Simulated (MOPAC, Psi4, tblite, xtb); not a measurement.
Dimer HBr ··· Br2 (SMILES Br and BrBr) at R = 4.33 Å between the centres of mass, closest contact 3.17 Å (lowest of the rigid-body minima from ten starts at GFN2-xTB). Geometry in Å and degrees:

```
4

Br     0.712     0.000     0.000
H     -0.712     0.000     0.000
Br     0.031    -1.102     2.895
Br    -0.426    -1.908     5.017
```

- GFN2-xTB (tblite)
- SAPT0/jun-cc-pVDZ, frozen core (Psi4)
- revPBE/def2-TZVP, counterpoise-corrected (Psi4)
- revPBE-D3(BJ)/def2-TZVP, counterpoise-corrected (Psi4)
- PBE/def2-TZVP, counterpoise-corrected (Psi4)
- PBE-D3(BJ)/def2-TZVP, counterpoise-corrected (Psi4)
- wB97X-D/def2-TZVP, counterpoise-corrected (Psi4)
- HF/aug-cc-pVTZ, counterpoise-corrected (Psi4)
- MP2/aug-cc-pVTZ = DF-MP2/aug-cc-pVTZ, frozen core, counterpoise-corrected (Psi4)
- SCS-MP2/aug-cc-pVTZ = DF-SCS-MP2/aug-cc-pVTZ, frozen core, counterpoise-corrected (Psi4)
- PM7, restricted, heats of formation (MOPAC)
- PM6, restricted, heats of formation (MOPAC)
- GFN1-xTB (xtb)

Question: What interaction energy does each level give?

Answer: 
| method | E_int / kcal/mol |
|---|---|
| PM6 | -6.32 |
| GFN2-xTB | -3.80 |
| PBE-D3(BJ)/def2-TZVP | -3.36 |
| GFN1-xTB | -2.68 |
| revPBE-D3(BJ)/def2-TZVP | -2.43 |
| PBE/def2-TZVP | -2.38 |
| MP2/aug-cc-pVTZ | -1.85 |
| PM7 | -0.91 |
| wB97X-D/def2-TZVP | -0.69 |
| SCS-MP2/aug-cc-pVTZ | -0.62 |
| revPBE/def2-TZVP | -0.27 |
| SAPT0/jun-cc-pVDZ | 0.32 |
| HF/aug-cc-pVTZ | 3.04 |
